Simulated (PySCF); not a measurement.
CH₇Cl₂NSi₂, SMILES Cl[SiH](NC[SiH3])Cl. Atoms are numbered in the order given.

```xyz
13

Si    -3.4450    -0.1187    -0.1234
C     -1.7571     0.2628     0.6652
N     -0.6637    -0.2892    -0.1352
Si     0.8927     0.4172    -0.2133
Cl     1.8804     0.4236     1.6198
Cl     1.9949    -0.7090    -1.5487
H     -4.5497     0.3254     0.7765
H     -3.5480    -1.5935    -0.3356
H     -3.5612     0.5678    -1.4406
H     -1.7338    -0.0811     1.7184
H     -1.6532     1.3614     0.7092
H     -0.7321    -1.2865    -0.3209
H      0.8181     1.8268    -0.6469
```

Geometry: B3LYP-D3(BJ)/def2-SVP. The structure was generated by enumeration, and PubChem lists no compound with its InChIKey, so it may never have been made. Other conformers were not sampled.

Two levels are set side by side: PBE/pcSseg-1 (PySCF) and PBE0/pcSseg-1 (PySCF). GIAO shifts against HCl (³⁵Cl), NH3 (¹⁵N), TMS (²⁹Si), TMS (¹H), TMS (¹³C) at the same level; non-relativistic, no solvent, atoms listed together averaged. Without spin–orbit terms, shifts of atoms bonded to Cl or Br come out too high at both levels. Differences are taken from unrounded values.

```tsv
quantity	PBE0
δ(²⁹Si) of Si1 (ppm)	-61.7
δ(¹³C) of C2 (ppm)	26.7
δ(¹⁵N) of N3 (ppm)	53.9
δ(²⁹Si) of Si4 (ppm)	-2.0
δ(¹H) of H12 (ppm)	1.07
δ(¹H) of H13 (ppm)	5.83
```

Task: What does PBE give, and how far is it from PBE0? (An estimate is asked for; the answer gives what the named calculation found.)

Result: 
| quantity | PBE | PBE minus PBE0 |
|---|---|---|
| δ(²⁹Si) of Si1 (ppm) | -66.0 | -4.3 |
| δ(¹³C) of C2 (ppm) | 28.8 | 2.1 |
| δ(¹⁵N) of N3 (ppm) | 65.3 | 11.4 |
| δ(²⁹Si) of Si4 (ppm) | -3.5 | -1.5 |
| δ(¹H) of H12 (ppm) | 1.16 | 0.09 |
| δ(¹H) of H13 (ppm) | 6.09 | 0.26 |

Rough cost on one machine, each run with all the roots and properties that it gave: PBE0 against PBE within a factor of 2.
